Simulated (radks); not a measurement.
Task: Species: La3+. Configuration: [Kr] 4d10 5s2 5p5 4f1 (not the ground configuration). Method: Dirac Kohn-Sham, PBEsol, spin-unpolarised, spherical densities, finite nucleus; open shells are shared between the two j in proportion to 2j + 1; Fermi nuclear charge, rms radius 4.855 fm; computed with a radial shooting solver on a logarithmic mesh with Libxc functionals. Some entries of the table are withheld. Estimate them.

orbital      occ.  eigenvalue (eV)  <r> (bohr)
1s1/2           2        -38717.45     0.02508
2s1/2           2        -6177.223      0.1070
2p1/2           2        -5828.052     0.08992
2p3/2           4        -5415.161     0.09602
3s1/2           2        -1334.679      0.2850
3p1/2           2              (1)         (2)
3p3/2           4              (3)         (4)
3d3/2           4        -848.4280      0.2577
3d5/2           6        -831.1918      0.2615
4s1/2           2        -283.8939      0.6558
4p1/2           2              (5)      0.6767
4p3/2           4              (6)      0.7041
4d3/2           4        -124.0552      0.7674
4d5/2           6        -121.1200      0.7773
5s1/2           2         -60.0371       1.559
5p1/2     1.66667         -45.3067       1.734
5p3/2     3.33333         -42.7543       1.805
4f5/2    0.428571         -24.2209       1.193
4f7/2    0.571429         -23.9635       1.204

Result: 
(1) 3p1/2 eigenvalue (eV): -1187.329
(2) 3p1/2 <r> (bohr): 0.2747
(3) 3p3/2 eigenvalue (eV): -1106.841
(4) 3p3/2 <r> (bohr): 0.2868
(5) 4p1/2 eigenvalue (eV): -229.7637
(6) 4p3/2 eigenvalue (eV): -212.7245
